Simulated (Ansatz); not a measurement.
Frontier orbitals of CH2ClNSSi, SMILES `S[Si]1(Cl)C=N1`.

| atom | x (Å) | y (Å) | z (Å) |
| --- | --- | --- | --- |
| S1 | 1.520 | -0.037 | 1.430 |
| Si2 | 0.059 | -0.230 | -0.067 |
| Cl3 | 0.176 | -2.036 | -0.989 |
| C4 | -0.800 | 1.141 | -0.748 |
| N5 | -1.534 | 0.499 | 0.099 |
| H6 | 1.640 | -1.365 | 1.602 |
| H7 | -1.061 | 2.028 | -1.327 |

The species carries charge 0 and has multiplicity 1. Geometry: relaxed with PBE0-D4/def2-TZVP. It is one conformer, not always the lowest. Basis def2-TZVPP, the Gaussian-basis code of Ansatz.

```
functional  HOMO (eV)  LUMO (eV)  gap (eV)
       PBE      -5.56      -2.37      3.19
      PBE0      -6.80      -1.21      5.59
   r2SCANh      -6.25      -1.72      4.53
   r2SCAN0      -6.95      -1.10      5.85
 CAM-B3LYP      -8.13       0.03      8.16
   ωB97X-V      -9.11       1.16     10.27
   ωB97M-V      -8.97       1.06     10.03
```

From PBE to PBE0 the HOMO moves by −1.24 eV and the LUMO by +1.16 eV, and with ωB97M-V by −3.41 and +3.43 eV, so the gap grows from 3.20 to 10.03 eV with exact exchange. A positive LUMO is unbound and depends on the basis.
